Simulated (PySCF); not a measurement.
CHF2, SMILES [CH](F)F, multiplicity 2.

The structure is a stationary point at PBE0-D3(BJ)/def2-TZVP. The isomer is the one that the SMILES or the coordinates give; other isomers of the formula were not compared.

Method: TDA-B3LYP/def2-TZVPD (PySCF).

Vertical excitations. 

```json
[
 {"state": "root 1", "energy (eV)": "5.74", "λ (nm)": "216", "f": "0.017", "main pairs": "α HOMO→LUMO 98 %"},
 {"state": "root 2", "energy (eV)": "6.53", "λ (nm)": "190", "f": "0.001", "main pairs": "α HOMO→LUMO+1 96 %"},
 {"state": "root 3", "energy (eV)": "6.53", "λ (nm)": "190", "f": "0.007", "main pairs": "α HOMO→LUMO+2 95 %"},
 {"state": "root 4", "energy (eV)": "7.31", "λ (nm)": "170", "f": "0.031", "main pairs": "α HOMO→LUMO+3 75 %, β HOMO→LUMO 23 %"},
 {"state": "root 5", "energy (eV)": "7.50", "λ (nm)": "165", "f": "0.006", "main pairs": "α HOMO→LUMO+3 23 %, β HOMO→LUMO 75 %"},
 {"state": "root 6", "energy (eV)": "7.88", "λ (nm)": "157", "f": "0.000", "main pairs": "β HOMO−1→LUMO 93 %"},
 {"state": "root 7", "energy (eV)": "8.43", "λ (nm)": "147", "f": "0.009", "main pairs": "α HOMO→LUMO+4 51 %, β HOMO−2→LUMO 33 %"},
 {"state": "root 8", "energy (eV)": "8.51", "λ (nm)": "146", "f": "0.017", "main pairs": "α HOMO→LUMO+4 41 %, β HOMO−2→LUMO 50 %"},
 {"state": "root 9", "energy (eV)": "8.53", "λ (nm)": "145", "f": "0.026", "main pairs": "α HOMO→LUMO+6 73 %, α HOMO→LUMO+5 20 %"},
 {"state": "root 10", "energy (eV)": "8.65", "λ (nm)": "143", "f": "0.022", "main pairs": "α HOMO→LUMO+5 79 %, α HOMO→LUMO+6 19 %"}
]
```
Unrestricted roots are not spin-pure.
